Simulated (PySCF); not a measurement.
# MBi for M along the halogens

CCSD(T) with triple-zeta basis sets in PySCF, for the lowest determinant that a PBE0 search found; no spin–orbit coupling. De refers to high-spin ground-configuration atoms.

```tsv
M	basis	reference, frozen orbitals	state (unpaired electrons)	Re (Å)	ωe (cm⁻¹)	De (eV)
F	x2c-TZVPPall	UHF, 35	triplet (π ↑↑)	2.025	557	3.55
Cl	x2c-TZVPPall	UHF, 39	triplet (π ↑↑)	2.443	338	2.73
Br	def2-TZVPP	UHF, 13	triplet (π ↑↑)	2.592	225	2.47
```

The shortest bond is that of BiF (2.025 Å), the longest that of BiBr (2.592 Å). BiF is bound most strongly (3.55 eV) and BiBr least (2.47 eV).

The rows differ in basis set, which adds steps of its own.

Down a group the atoms grow and get heavier, so bonds lengthen and wavenumbers fall; this series shows no clear exception.

Correlated steps freeze the inner cores (13 to 39 orbitals); shallow outer-core shells are correlated. These are scalar-relativistic numbers at best; spin–orbit coupling would shift them, the dissociation energy most. States were picked by a PBE0 search and need not be the measured ground states.
